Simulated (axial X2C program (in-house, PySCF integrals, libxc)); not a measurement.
# Density and ELF of SnAs

Calculated with an axial X2C code built on PySCF integrals. Two-component (2c) means X2C with spin–orbit coupling and atomic mean-field two-electron Coulomb and Gaunt terms. Basis: Sn dyall-cv3z [11s12p9d4f1g], As dyall-cv3z [9s9p6d4f1g] (cores contracted in-house); Gaussian nuclei, density fitting, unrestricted open shells. Masses: Sn 119.902 u, As 74.922 u.

PBE0, 2c, state Ω = 3/2 (⟨Sz⟩ = 0.50, ⟨Lz⟩ = 1.00 at PBE0); Sn at z = 0, As at z = 2.444 Å.

The maps cover the half plane through the axis: z from -2.4 to 4.8 Å along the bond, ρ from 0.15 to 2.25 Å away from it.

log10 of the density in e/bohr³:

```
 ρ\z  -2.4  -1.8  -1.2  -0.6   0.0   0.6   1.2   1.8   2.4   3.0   3.6   4.2   4.8
0.15  -2.8  -2.1  -1.4  -0.1   1.8  -0.1  -1.1  -0.6   1.4  -0.3  -1.4  -2.2  -3.0
0.45  -2.9  -2.2  -1.5  -0.5   0.4  -0.5  -1.2  -0.9   0.2  -0.7  -1.5  -2.3  -3.1
0.75  -3.0  -2.3  -1.6  -1.0  -0.5  -1.0  -1.4  -1.1  -0.8  -1.1  -1.7  -2.4  -3.2
1.05  -3.1  -2.5  -1.9  -1.4  -1.2  -1.5  -1.6  -1.4  -1.3  -1.4  -1.9  -2.6  -3.4
1.35  -3.3  -2.7  -2.2  -1.8  -1.7  -1.8  -1.9  -1.8  -1.7  -1.8  -2.3  -2.9  -3.5
1.65  -3.6  -3.0  -2.5  -2.2  -2.1  -2.2  -2.2  -2.1  -2.1  -2.2  -2.6  -3.1  -3.8
1.95  -3.8  -3.3  -2.9  -2.6  -2.5  -2.5  -2.5  -2.5  -2.5  -2.6  -2.9  -3.4  -4.0
2.25  -4.1  -3.6  -3.2  -3.0  -2.9  -2.9  -2.9  -2.8  -2.9  -3.0  -3.3  -3.7  -4.3
```

Electron localisation function (collinear form, no current term, damped to 0 at low density):

```
 ρ\z  -2.4  -1.8  -1.2  -0.6   0.0   0.6   1.2   1.8   2.4   3.0   3.6   4.2   4.8
0.15  0.76  0.91  0.61  0.60  0.75  0.60  0.56  0.17  0.23  0.25  0.86  0.78  0.28
0.45  0.72  0.91  0.68  0.39  0.76  0.37  0.59  0.24  0.57  0.22  0.87  0.75  0.24
0.75  0.62  0.89  0.77  0.28  0.41  0.21  0.61  0.54  0.21  0.56  0.86  0.67  0.17
1.05  0.43  0.85  0.82  0.42  0.24  0.27  0.60  0.68  0.61  0.78  0.79  0.54  0.09
1.35  0.21  0.74  0.81  0.60  0.36  0.35  0.55  0.64  0.69  0.74  0.66  0.35  0.04
1.65  0.06  0.50  0.70  0.60  0.40  0.33  0.46  0.54  0.56  0.57  0.45  0.17  0.01
1.95  0.01  0.20  0.45  0.43  0.29  0.23  0.35  0.41  0.40  0.37  0.23  0.05  0.00
2.25  0.00  0.04  0.17  0.21  0.15  0.14  0.23  0.27  0.23  0.18  0.08  0.01  0.00
```

Axial spin density in 10⁻³ e/bohr³:

```
 ρ\z  -2.4  -1.8  -1.2  -0.6   0.0   0.6   1.2   1.8   2.4   3.0   3.6   4.2  4.8
0.15  -0.1  -0.2  -0.5   0.2   1.6   0.0  -1.2   0.6  24.6  -0.2  -0.9  -0.2  0.0
0.45  -0.1  -0.2  -0.4   0.2   0.7  -0.4   1.0   6.9   0.2   5.1   0.2  -0.1  0.0
0.75   0.0  -0.1  -0.3  -0.1  -0.3   0.2   2.8  10.8  17.2   8.7   1.1   0.1  0.0
1.05   0.0  -0.1  -0.2  -0.2  -0.1   0.7   3.0   8.6  13.4   6.8   1.2   0.1  0.0
1.35   0.0  -0.1  -0.1  -0.2   0.0   0.7   2.2   5.0   6.9   3.8   0.9   0.1  0.0
1.65   0.0   0.0  -0.1  -0.1   0.0   0.4   1.2   2.5   3.1   1.8   0.5   0.1  0.0
1.95   0.0   0.0  -0.1  -0.1   0.0   0.2   0.6   1.1   1.3   0.8   0.3   0.1  0.0
2.25   0.0   0.0   0.0   0.0   0.0   0.1   0.3   0.5   0.5   0.3   0.1   0.0  0.0
```

The state is one determinant whose occupation by symmetry is held fixed; it was picked as the lowest of a PBE0 search that is not exhaustive. Density functionals use the spin component along the axis (collinear). PBE0 can misorder states that lie within some tenths of an eV, so this need not be the ground state of the molecule. The nearest other 2c determinant of the search, Ω = 1/2, lies 0.21 eV up at the distance of the search. Without a current term, density functionals place determinants with orbital angular momentum somewhat too high. The determinant is spin-polarised beyond a pure state at some levels (its spin-free form has ⟨S²⟩ too high), which makes Re and μ there less reliable.
